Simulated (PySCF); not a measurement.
**Stationary points of YH₄⁻**

Method: PySCF, PBE0, basis Y def2-TZVPD with ECP28, H def2-TZVPD (scalar-relativistic core potentials, no spin–orbit coupling, density fitting).

Relaxations began from a few typed shapes. The search is not exhaustive: other isomers or separated fragments can lie lower, and high-lying points may rest on an excited occupation.

```csv
spin,group,bonds,angles,imaginary modes (cm⁻¹),ΔE (kJ/mol),ΔE with ZPE (kJ/mol)
singlet,Td,Y–H 2.064 Å (×4),H–Y–H 109.5° (×6),none,0.0,0.0
singlet,D4h,Y–H 2.107 Å (×4),"H–Y–H 90.0° (×4), H–Y–H 180.0° (×2)",590i,131.2,–
```

The lowest minimum found is the singlet Td: Y–H 2.064 Å (×4); H–Y–H 109.5° (×6).

Formally Y is in oxidation state +3, d0. The polar-tensor charge on Y, 1.43, is far below the formal one.

For the lowest minimum: stability towards spin polarisation was not tested. The lowest empty level of this anion is unbound, so it and the gap depend on the basis.
